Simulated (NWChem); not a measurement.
Program: NWChem. System: H3P2, charge 0, spin multiplicity 2, at a geometry optimised with UPBE0/def2-SVP. The structure started from a generated list of species. Its SCF solution wasn't tested for a lower state. Level: UHF/cc-pVTZ.

The NWChem input:

```
start mol
memory heap 200 mb stack 900 mb global 1100 mb
geometry units angstroms nocenter noautoz noautosym
  P      0.965856    -0.431159     0.428121
  P     -0.888767     0.314093    -0.469637
  H      1.689303     0.733612     0.010116
  H     -1.063498     1.503056     0.304711
  H     -1.782132    -0.480669     0.307910
end
basis spherical
  * library cc-pvtz
end
scf
  uhf
  nopen 1
  maxiter 100
  thresh 1e-7
  semidirect memsize 60000000 filesize 0
  # guess.movecs holds the orbitals of an unrestricted PBE0 run
  vectors input guess.movecs output mol.movecs
end
task scf energy
```

NWChem printed:

```
             Northwest Computational Chemistry Package (NWChem) 7.3.0
             --------------------------------------------------------

                                NWChem Input Module
                                -------------------

 Scaling coordinates for geometry "geometry" by  1.889725989
 (inverse scale =  0.529177249)

                             Geometry "geometry" -> ""
                             -------------------------

 Output coordinates in angstroms (scale by  1.889725989 to convert to a.u.)

  No.       Tag          Charge          X              Y              Z
 ---- ---------------- ---------- -------------- -------------- --------------
    1 P                   15.0000     0.96585600    -0.43115900     0.42812100
    2 P                   15.0000    -0.88876700     0.31409300    -0.46963700
    3 H                    1.0000     1.68930300     0.73361200     0.01011600
    4 H                    1.0000    -1.06349800     1.50305600     0.30471100
    5 H                    1.0000    -1.78213200    -0.48066900     0.30791000

 Effective nuclear repulsion energy (a.u.)      80.2760375981

            Nuclear Dipole moment (a.u.)
            ----------------------------
        X                 Y               Z
 ---------------- ---------------- ----------------
     0.0000151178     0.0000170075    -0.0000056692


 Summary of "ao basis" -> "" (spherical)
 ------------------------------------------------------------------------------
       Tag                 Description            Shells   Functions and Types
 ---------------- ------------------------------  ------  ---------------------
 *                          cc-pvtz                   on all atoms

 Summary of "ao basis" -> "ao basis" (spherical)
 ------------------------------------------------------------------------------
       Tag                 Description            Shells   Functions and Types
 ---------------- ------------------------------  ------  ---------------------
 P                          cc-pvtz                 12       34   5s4p2d1f
 H                          cc-pvtz                  6       14   3s2p1d

                                 NWChem SCF Module
                                 -----------------

  ao basis        = "ao basis"
  functions       =   110
  atoms           =     5
  alpha electrons =    17
  beta  electrons =    16
  charge          =   0.00
  wavefunction    = UHF
  use symmetry    = F
  symmetry adapt  = F

 Summary of "ao basis" -> "ao basis" (spherical)
 ------------------------------------------------------------------------------
       Tag                 Description            Shells   Functions and Types
 ---------------- ------------------------------  ------  ---------------------
 P                          cc-pvtz                 12       34   5s4p2d1f
 H                          cc-pvtz                  6       14   3s2p1d

 Forming initial guess at       0.2s

 Starting SCF solution at       0.2s

 ----------------------------------------------
         Quadratically convergent UHF

 Convergence threshold     :          1.000E-07
 Maximum no. of iterations :          100
 Integral*density screening:          1.000E-09
 ----------------------------------------------

              iter       energy          gnorm     gmax       time
             ----- ------------------- --------- --------- --------
                 1     -683.2126149006  4.94D-01  8.89D-02      7.5
                 2     -683.2284022589  2.17D-02  6.99D-03      9.0
[...]
 Vector   15  Occ=1.000000D+00  E=-4.272675D-01
              MO Center=  1.4D-01, -7.4D-02,  2.6D-02, r^2= 3.3D+00
   Bfn.  Coefficient  Atom+Function         Bfn.  Coefficient  Atom+Function
  ----- ------------  ---------------      ----- ------------  ---------------
    45      0.246360  2 P  pz                 3      0.235638  1 P  s
     5      0.234139  1 P  s                 10     -0.231249  1 P  py
    37     -0.196174  2 P  s                 39     -0.176632  2 P  s
    51      0.174081  2 P  pz                11      0.159512  1 P  pz
    16     -0.151639  1 P  py

 Vector   16  Occ=1.000000D+00  E=-3.563198D-01
              MO Center= -1.3D-01, -5.8D-02, -2.1D-01, r^2= 3.4D+00
   Bfn.  Coefficient  Atom+Function         Bfn.  Coefficient  Atom+Function
  ----- ------------  ---------------      ----- ------------  ---------------
    45      0.338030  2 P  pz                51      0.284210  2 P  pz
    10      0.224647  1 P  py                39     -0.201667  2 P  s
     5     -0.196108  1 P  s                  9     -0.193106  1 P  px
    16      0.176189  1 P  py                37     -0.154227  2 P  s

 Vector   17  Occ=0.000000D+00  E= 3.741585D-02
              MO Center=  7.6D-01, -3.1D-01,  3.1D-01, r^2= 3.1D+00
   Bfn.  Coefficient  Atom+Function         Bfn.  Coefficient  Atom+Function
  ----- ------------  ---------------      ----- ------------  ---------------
    17      0.583628  1 P  pz                16      0.326616  1 P  py
    11      0.255314  1 P  pz                85     -0.191276  4 H  s
    15     -0.186590  1 P  px

 Vector   18  Occ=0.000000D+00  E= 1.201431D-01
              MO Center= -1.1D-01,  1.9D-01,  2.4D-01, r^2= 6.7D+00
   Bfn.  Coefficient  Atom+Function         Bfn.  Coefficient  Atom+Function
  ----- ------------  ---------------      ----- ------------  ---------------
    39      2.134268  2 P  s                 85     -1.152583  4 H  s
    15      1.091626  1 P  px                51      1.020547  2 P  pz
    71     -0.997984  3 H  s                 99     -0.991949  5 H  s
    16      0.320300  1 P  py                 9      0.192573  1 P  px
    45      0.178325  2 P  pz

 Vector   19  Occ=0.000000D+00  E= 1.328459D-01
              MO Center= -9.3D-02,  2.2D-01, -1.2D-01, r^2= 6.2D+00
   Bfn.  Coefficient  Atom+Function         Bfn.  Coefficient  Atom+Function
  ----- ------------  ---------------      ----- ------------  ---------------
     5      1.718444  1 P  s                 49     -1.494890  2 P  px
    71     -0.849118  3 H  s                 16      0.766993  1 P  py
    17     -0.732842  1 P  pz                15     -0.706633  1 P  px
    99     -0.705831  5 H  s                 39     -0.524135  2 P  s
    43     -0.237968  2 P  px                85     -0.227793  4 H  s

 center of mass
 --------------
 x =   0.03555321 y =  -0.05398985 z =  -0.01914701

 moments of inertia (a.u.)
 ------------------
          87.505128434011          75.024146592025         -88.869912938948
          75.024146592025         261.566614969121          35.657894666081
         -88.869912938948          35.657894666081         258.429534988110

  Mulliken analysis of the total density
  --------------------------------------

    Atom       Charge   Shell Charges
 -----------   ------   -------------------------------------------------------
    1 P   15    15.03   2.00  1.91  1.09  0.16  0.62  5.75  1.84  0.54  0.98  0.10  0.04  0.01
    2 P   15    15.04   2.00  1.91  1.04  0.15  0.54  5.75  1.94  0.55  0.94  0.14  0.07  0.02
    3 H    1     0.98   0.23  0.53  0.19  0.00  0.02  0.00
    4 H    1     0.97   0.24  0.53  0.18  0.00  0.02  0.00
    5 H    1     0.97   0.24  0.53  0.18  0.00  0.02  0.00

  Mulliken analysis of the alpha density
  --------------------------------------

    Atom       Charge   Shell Charges
 -----------   ------   -------------------------------------------------------
    1 P   15     8.04   1.00  0.96  0.56  0.08  0.32  2.88  1.20  0.31  0.66  0.05  0.02  0.00
    2 P   15     7.50   1.00  0.95  0.52  0.08  0.27  2.87  0.96  0.27  0.45  0.07  0.04  0.01
    3 H    1     0.47   0.11  0.25  0.09  0.00  0.01  0.00
    4 H    1     0.51   0.12  0.28  0.09  0.00  0.01  0.00
    5 H    1     0.49   0.12  0.27  0.09  0.00  0.01  0.00

   Mulliken analysis of the beta density
   -------------------------------------

    Atom       Charge   Shell Charges
 -----------   ------   -------------------------------------------------------
    1 P   15     7.00   1.00  0.95  0.53  0.08  0.30  2.87  0.64  0.23  0.32  0.04  0.02  0.01
    2 P   15     7.54   1.00  0.95  0.52  0.08  0.27  2.87  0.98  0.28  0.49  0.07  0.03  0.01
    3 H    1     0.51   0.12  0.28  0.10  0.00  0.01  0.00
    4 H    1     0.46   0.11  0.25  0.09  0.00  0.01  0.00
    5 H    1     0.48   0.12  0.26  0.09  0.00  0.01  0.00

   Mulliken analysis of the spin density
   -------------------------------------

    Atom       Charge   Shell Charges
 -----------   ------   -------------------------------------------------------
    1 P   15     1.04   0.00  0.00  0.03 -0.00  0.02  0.00  0.55  0.08  0.34  0.01  0.00 -0.00
    2 P   15    -0.04  -0.00  0.00  0.00  0.00 -0.00 -0.00 -0.02 -0.00 -0.03  0.01  0.00  0.00
    3 H    1    -0.04  -0.01 -0.03 -0.01  0.00  0.00  0.00
    4 H    1     0.04   0.01  0.03  0.01 -0.00 -0.00  0.00
    5 H    1     0.01   0.00  0.00  0.00 -0.00 -0.00  0.00

       Multipole analysis of the density wrt the origin
       ------------------------------------------------

     L   x y z        total         alpha         beta         nuclear
     -   - - -        -----         -----         ----         -------
     0   0 0 0     -0.000000    -17.000000    -16.000000     33.000000

     1   1 0 0     -0.085835     -0.838447      0.752596      0.000015
     1   0 1 0      0.244393      0.388799     -0.144423      0.000017
     1   0 0 1      0.165385     -0.261339      0.426730     -0.000006

     2   2 0 0    -20.845574    -71.763523    -66.936229    117.854178
     2   1 1 0      0.969544     19.131352     17.322014    -35.483822
     2   1 0 1     -1.032429    -21.814703    -20.669961     41.452235
     2   0 2 0    -21.181334    -24.680573    -22.557725     26.056964
     2   0 1 1      0.610419      8.352874      8.913177    -16.655632
     2   0 0 2    -23.063233    -24.756284    -20.609878     22.302929

 Task  times  cpu:       17.9s     wall:       17.9s

 Total times  cpu:       18.0s     wall:       18.0s
```
